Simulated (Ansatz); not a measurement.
HS, charge -1, singlet, at a GFN2-xTB geometry (a gas-phase anion, which may not be bound at this level). Base run: Ansatz (a first-principles code) with MP2/3-21G.

Input for Ansatz:
Ansatz 0.2 input:
```yaml
crystal:
  periodic: [false, false, false]
  atoms:
    - {symbol: S, position_ang: [-0.00000000, -0.00000000, -0.07863597]}
    - {symbol: H, position_ang: [0.00000000, 0.00000000, 1.25817552]}
basis:
  gaussian:
    orbitals: 3-21G.json
total_charge: -1
magnetization: {spin_polarized: false}
correlation: {method: mp2}
```
The basis file holds 3-21G in the JSON format of the Basis Set Exchange.

Variants of this job, named by their change:

```tsv
change	ΔE vs base (kcal/mol)	MP2 correlation (Eh)	basis functions
base	0.000	-0.05220	15
accuracy = high	-0.002	-0.05220	15
method = bccd	-7.04	-0.05220	15
electrons = outside_noble_gas	0.000	-0.05220	15
lower_state_search = off	0.000	-0.05220	15
electrons = all	-3.20	-0.05730	15
reference functional = pbe0	0.85	-	15
method = ccsd_t	-7.26	-0.05220	15
method = rpa	-8.58	-	15
method = bccd_t	-7.26	-0.05220	15
```

A gas-phase anion may not be bound at this level; its values then depend on the basis.
